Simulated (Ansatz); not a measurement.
System: C2H2O, charge 0, multiplicity 1. SMILES: C#CO
Coordinates optimised at B3LYP-D3(BJ)/def2-TZVP (Ansatz, a program for electronic structure):
```xyz
5

C      1.3080    -0.1153    -0.1364
C      0.1216    -0.0059    -0.0156
O     -1.1689     0.1846     0.0722
H      2.3584    -0.2191    -0.2392
H     -1.5848    -0.5301     0.5735
```
Charge 0, spin multiplicity 1.

Parts of the frozen-core correlation energy in STO-3G (Ansatz, hartree). Frozen orbitals: 3; correlated occupied orbitals by spin: 8 and 8; virtual: 6 and 6. No spin-orbit coupling. No relativistic terms.

```json
[
 {"term": "reference (HF)", "value": "-149.68668"},
 {"term": "MP2 opposite-spin", "value": "-0.14124"},
 {"term": "MP2 same-spin", "value": "-0.03751"},
 {"term": "CCSD correlation", "value": "-0.20314"},
 {"term": "(T)", "value": "-0.00285"},
 {"term": "FCI minus CCSD(T)", "value": "-0.00186"},
 {"term": "T1 diagnostic", "value": "0.008"},
 {"term": "largest doubles amplitude", "value": "0.127"}
]
```
